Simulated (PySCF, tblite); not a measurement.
**Question.** Give a GFN2-xTB geometry of `C=C/C(C)=N\N=C(/C)CC`.

**Answer.** 
```
atom  x, y, z in Å
C1     3.2535    0.4801    0.9914
C2     2.0652    0.0404    0.5877
C3     1.7710   -0.5174   -0.7218
C4     2.8672   -0.6889   -1.7290
N5     0.5979   -0.8774   -1.0820
N6    -0.4742   -0.9821   -0.3707
C7    -1.4611   -0.1950   -0.2702
C8    -1.4683    1.2011   -0.8307
C9    -2.6779   -0.6810    0.4608
C10   -2.9940    0.1761    1.6870
H11    4.1227    0.4586    0.3571
H12    3.3973    0.8810    1.9803
H13    1.2164    0.0827    1.2608
H14    3.6436   -1.3437   -1.3366
H15    3.3192    0.2732   -1.9655
H16    2.4601   -1.1235   -2.6372
H17   -2.4738    1.4964   -1.1196
H18   -1.1014    1.9083   -0.0855
H19   -0.8108    1.2526   -1.6975
H20   -3.5340   -0.6605   -0.2202
H21   -2.5089   -1.7142    0.7664
H22   -3.8577   -0.2251    2.2120
H23   -3.2147    1.2010    1.3986
H24   -2.1490    0.1829    2.3718
```

Any rigid rotation of these coordinates is as good. Atoms count from 1 in this order. Of the pairs four or more bonds apart, C4···H11 is among the closest relative to their van der Waals radii: 2.69 Å, 93 % of the sum of Bondi's values. The 6 C–C bonds span 1.330 Å (C1=C2, drawn double) to 1.529 Å (C9–C10, drawn single), a spread of 0.199 Å.

Bonds between heavy atoms (Å): C1=C2 1.330, C2–C3 1.453, C3–C4 1.498, C3=N5 1.279, N5–N6 1.291, N6=C7 1.266, C7–C8 1.504, C7–C9 1.500, C9–C10 1.529.

Structure optimised with GFN2-xTB, isolated species.

Point group: C1 (no symmetry element, even within 0.4 Å). Its GFN2-xTB frequencies are all real (lowest 43 cm⁻¹). The numbers are those of one conformer (C1–C2–C3–C4 3°, C3–N5–N6–C7 101°, N6–C7–C9–C10 119°). 3 starts were optimised and ended at 0.00, 0.33 and 0.50 kcal/mol (GFN2-xTB); the lowest of these is shown.

The numbers are calculated, not measured.
